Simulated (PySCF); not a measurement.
Compound: C4H11PSi.
Bonds: P1–Si2, Si2–C3, C3–C4, C4–C5, C5–C6, C3–C6. Hydrogens: H7, H8 on P1; H9, H10 on Si2; H11 on C3; H12, H13 on C4; H14, H15 on C5; H16, H17 on C6.

Torsions of this conformer, `[PH2:1][SiH2:2][CH:3]1[CH2:4][CH2:5][CH2:6]1`: P1–Si2–C3–C4 65°, H–P1–Si2–C3 -72°, H–P1–Si2–C3 -166°.

The closed-shell ground state was solved at several levels (PySCF, density fitting, gas phase, non-relativistic). Isolated species at its PBE0-D3(BJ)/def2-SVP geometry (one conformer only).

```csv
level,basis functions,HOMO (eV),LUMO (eV),gap (eV),dipole (D)
wB97X-D/def2-SVPD,216,-9.15,1.91,11.06,1.22
B3LYP/pcSseg-1,171,-7.14,0.34,7.48,1.24
```

Q: Estimate the row for PBE0/pcSseg-1, a basis of 171 functions; the other rows only guide the guess.

A: HOMO -7.38 eV, LUMO 0.52 eV, gap 7.90 eV, dipole 1.34 D.

Q: Over all these levels, which gives the widest orbital gap and which the narrowest?

A: wB97X-D/def2-SVPD (range-separated hybrid) has the widest, 11.06 eV, and B3LYP/pcSseg-1 (global hybrid, 20 % exact exchange) the narrowest, 7.48 eV. Functional and basis both differ between the two, so the spread mixes both effects.

Q: How far do the dipole and the HOMO energy spread over the levels?

A: The dipole runs from 1.22 to 1.34 D (mean 1.26 D) and the HOMO from -9.15 to -7.14 eV.
